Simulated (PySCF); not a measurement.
Computed IR spectrum (relative IR intensity) of a molecule C4H6F2. Coordinates come from a r2SCAN-D4/def2-SVP optimisation. One conformer was computed; it need not be the lowest. Level of theory: r2SCAN-D4/def2-SVP run with PySCF. Harmonic, unscaled wavenumbers; measured fundamentals usually lie a few per cent lower.

Lines under 2 % of the strongest are left out, and lines within 2 cm⁻¹ are merged.

```tsv
ν (cm⁻¹)	relative intensity
35	2.1
254	5.5
387	9.9
454	5.6
557	11
748	33
803	2.4
838	13
934	12
1044	19
1060	49
1109	66
1175	68
1258	55
1339	10
1368	12
1379	25
1408	25
1453	8.0
1740	100
3033	50
3043	13
3148	15
3156	12
3186	3.4
3208	10
```

### Question
Pick the molecule that these values belong to.
A) CCC=C(F)F
B) C=CCC(F)F
C) C[C@@H](F)/C=C\F
D) C/C=C/C(F)F

### Answer
C, C[C@@H](F)/C=C\F
